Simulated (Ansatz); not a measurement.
The cluster Ge₃Sb₂⁻, 5 atoms. Hardware: 4 threads of Arm Neoverse V1 on a shared host.

In the def2 sets Sb takes a core potential; there is no spin–orbit coupling. Correlated methods freeze 35 core orbitals; core or outer-core shells of Sb, Ge are correlated, in sets that lack core-valence functions.

(1) How many basis functions does each of these Ansatz runs have, and roughly what does it cost? PBE0-D4/def2-TZVPD, charge -1 doublet, energy, from earlier orbitals; B97M-V/def2-TZVPD, charge -1 doublet, energy, from earlier orbitals; PBE-D4/def2-TZVPD, charge -1 doublet, energy and forces, from earlier orbitals; MP2/def2-TZVPD, charge -1 doublet, energy, from earlier orbitals; PBE-D4/def2-SVP, charge -1 doublet, energy with a search over starts; HF/STO-3G, charge -1 doublet, energy; r2SCAN-D4/def2-SVPD, charge -1 doublet, relaxation, 6 steps; BHLYP-D4/def2-TZVPD, charge -1 doublet, energy, from earlier orbitals; r2SCAN-D4/def2-TZVPD, charge -1 doublet, energy, from earlier orbitals; B2PLYP/def2-TZVPD, charge -1 doublet, energy, from earlier orbitals; RPA@PBE/def2-TZVPD, charge -1 doublet, energy, from earlier orbitals.

## Answers

(1) Other jobs shared the machine, so times can vary by a factor of up to 3. A dash marks memory too small to be measured apart from the calling script's.

```tsv
run	functions	fitting or Cholesky vectors	wall time	peak host memory (GiB)
HF/STO-3G, charge -1 doublet, energy	108	1078	5.5 s	0.72
PBE-D4/def2-TZVPD, charge -1 doublet, energy and forces, from earlier orbitals	274	1945	13 s	0.69
PBE-D4/def2-SVP, charge -1 doublet, energy with a search over starts	148	1685	14 s	–
RPA@PBE/def2-TZVPD, charge -1 doublet, energy, from earlier orbitals	274	2048	28 s	1.2
r2SCAN-D4/def2-TZVPD, charge -1 doublet, energy, from earlier orbitals	274	1945	30 s	0.79
MP2/def2-TZVPD, charge -1 doublet, energy, from earlier orbitals	274	2048	32 s	1.5
PBE0-D4/def2-TZVPD, charge -1 doublet, energy, from earlier orbitals	274	2048	33 s	1.6
BHLYP-D4/def2-TZVPD, charge -1 doublet, energy, from earlier orbitals	274	2048	38 s	1.6
B97M-V/def2-TZVPD, charge -1 doublet, energy, from earlier orbitals	274	1945	43 s	1
B2PLYP/def2-TZVPD, charge -1 doublet, energy, from earlier orbitals	274	2048	47 s	1.6
r2SCAN-D4/def2-SVPD, charge -1 doublet, relaxation, 6 steps	178	1955	72 s	–
```
